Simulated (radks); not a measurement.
Values are calculated unless marked as measured or tabulated.
Task: Excited configurations of neutral vanadium: one electron is placed in a higher orbital outside [Ar] 3d4. The ground configuration is [Ar] 3d3 4s2. Code: a radial shooting solver on a logarithmic mesh with Libxc functionals. Model: scalar-relativistic Kohn-Sham, PBE, spin-polarised, spherical densities, finite nucleus; open shells are filled with parallel spins first; Fermi nuclear charge, rms radius 3.6002 fm. Excitation = E - E(ground); binding = E(ion) - E, where the ion is the core of charge +1; n* = 1/sqrt(2 binding) in atomic units, and the quantum defect is n - n*.

outer orbital  excitation (eV)  binding (eV)     n*  quantum defect  eigenvalue (eV)  <r> (bohr)
4s                      -1.111         7.077  1.387           2.613           -4.318       3.463
5s                       3.508         2.458  2.353           2.647           -1.509       8.974
5d                       4.920         1.047  3.606           1.394           -0.605       19.07
5f                       5.292         0.675  4.491           0.509           -0.405       28.25

Estimate the row for 4p.

Result: excitation (eV) 1.994; binding (eV) 3.972; n* 1.851; quantum defect 2.149; eigenvalue (eV) -1.942; <r> (bohr) 4.805. The Delta-SCF ionisation energy is 5.966 eV (NIST Atomic Spectra Database: 6.746 eV, measured). Self-interaction in the functional shifts the binding energies and quantum defects, so they are the method's values and not measured ones. Open shells are spherical and high-spin; term and fine-structure splittings are not resolved. A negative excitation energy means that this level of theory puts the configuration below the NIST ground configuration.
